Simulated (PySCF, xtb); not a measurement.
CH4AlFOS, SMILES C[S][Al]([OH])[F].

xtb with GFN2-xTB at its own geometry gives an orbital gap of 3.21 eV and a dipole moment of 4.27 D.

The structure is a stationary point at B3LYP-D3(BJ)/def2-SVP. The structure was generated by enumeration; whether it is a known compound was not checked. The values are those of a single conformer.

Question: What does HF/def2-TZVP (PySCF) give? (The exact figures need the calculation; the answer reports its results.)

Answer: gap 12.24 eV (levels -10.01 and 2.23 eV), dipole 2.49 D.
